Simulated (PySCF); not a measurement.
As²⁺ (arsenic, charge +2) across methods

[Ar] 3d10 4s1 4p2, 4s spin antiparallel (an excited configuration). Calculation: PySCF 2.14, in cc-pVQZ-DK (7s6p4d2f1g, 68 functions); the spin-free X2C one-electron Hamiltonian (Gaussian nucleus).

```csv
method,E (hartree),mean ε 3d β (eV),mean ε 4s β (eV),mean ε 4p α (eV),Σ⟨r²⟩ (bohr²),⟨S²⟩
LDA,-2255.821,-64.139,-34.185,-24.017,23.40,1.750
UHF,-2257.57180,-79.860,-37.446,-26.916,24.09,1.750
PBE0,-2258.993,-68.085,-34.962,-24.900,23.57,1.750
PW91,-2259.459,-63.915,-33.886,-24.006,23.46,1.750
M06-2X,-2259.371,-72.786,-35.281,-25.672,23.77,1.750
r2SCANh,-2259.221,-66.351,-34.557,-24.577,23.53,1.750
r2SCAN,-2259.236,-64.730,-34.103,-24.227,23.50,1.750
r2SCAN0,-2259.199,-68.790,-35.238,-25.100,23.58,1.750
```

(1) Estimate the same row for PBE.

With the s spin flipped the determinant is a mixture of two multiplicities, not a spectroscopic state.

Results:

(1) E (hartree) = -2258.969; mean ε 3d β (eV) = -63.780; mean ε 4s β (eV) = -33.777; mean ε 4p α (eV) = -23.935; Σ⟨r²⟩ (bohr²) = 23.49; ⟨S²⟩ = 1.750.
